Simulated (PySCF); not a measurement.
Compound: C₃H₁₂GeNOP.
Numbering: `[CH3:1][O:2][Ge@@H:3]([PH2:4])[N:5]([CH3:6])[CH3:7]` (hydrogens: H8, H9, H10 on C1; H11 on Ge3; H12, H13 on P4; H14, H15, H16 on C6; H17, H18, H19 on C7)

Level: B3LYP/def2-SVPD in PySCF, non-relativistic, on one gas-phase PBE0-D3(BJ)/def2-SVP geometry that isn't relaxed in the solvent. The solvent is an IEF-PCM continuum (cavity from Bondi-type radii × 1.2). Specific hydrogen bonds and non-electrostatic terms are outside this model. Spin–orbit coupling is left out although an atom past zinc is present.

Gas phase at B3LYP/def2-SVPD: HOMO -6.17 eV, LUMO -0.15 eV, dipole 1.22 D.

Q: What does the continuum do to the energy, the frontier levels and the dipole at B3LYP/def2-SVPD in acetone and acetonitrile?

A: 
```csv
solvent,ε,E(solvent) − E(gas) (kcal/mol),polarisation term (kcal/mol),distortion of the solute (kcal/mol),HOMO (eV),LUMO (eV),dipole (D)
acetone,20.49,-3.40,-3.89,0.49,-6.03,-0.02,1.61
acetonitrile,35.69,-3.53,-4.06,0.53,-6.03,-0.02,1.63
```

The polarisation term is half the interaction of the solute with the surface charges that it induces; the rest is the cost of distorting the solute's density. The sum is the electrostatic part of solvation alone. From acetone to acetonitrile the lowering changes by a factor 1.04, Onsager's factor (ε − 1)/(2ε + 1) by 1.03 and ε itself by 1.7.

Q: Which radius a makes the point-dipole formula ΔE = −[(ε − 1)/(2ε + 1)]·μ²/a³ give the value in acetonitrile, with the gas-phase dipole?

A: μ = 0.479 au and |ΔE| = 0.00563 Eh give a = 1.43 Å; the farthest nucleus lies 3.56 Å from the centroid of the nuclei, so such a sphere wouldn't even hold the nuclei. The formula assumes a rigid point dipole at the centre of a sphere.

Q: How does the static polarisability (B3LYP/def2-SVPD, frozen core, with the continuum's full static response) change?

A: 
```json
{"medium": "gas", "isotropic (au)": "109.9", "principal values (au)": "101.0, 105.1, 123.6", "⟨r²⟩ of the electrons (bohr²)": "1404.0"}
{"medium": "acetone", "isotropic (au)": "152.5", "principal values (au)": "141.5, 146.6, 169.5", "⟨r²⟩ of the electrons (bohr²)": "1403.6"}
{"medium": "acetonitrile", "isotropic (au)": "154.5", "principal values (au)": "143.4, 148.7, 171.5", "⟨r²⟩ of the electrons (bohr²)": "1403.6"}
```

The isotropic value in acetonitrile is 1.41 times the gas-phase one; no cavity-field correction is applied. ⟨r²⟩ is taken about the centre of nuclear charge.

On Arm Neoverse V2, one thread, no GPU, on a shared host, this took 75 s wall and 1.2 GiB of memory at its peak. This is the whole response run at B3LYP/def2-SVPD in acetonitrile, SCF included.

The values belong to the conformer `[CH3:1][O:2][Ge@@H:3]([PH2:4])[N:5]([CH3:6])[CH3:7]`: C1–O2–Ge3–P4 -60°, O2–Ge3–N5–C6 75°, H–P4–Ge3–O2 -161°, H–P4–Ge3–O2 -67°.
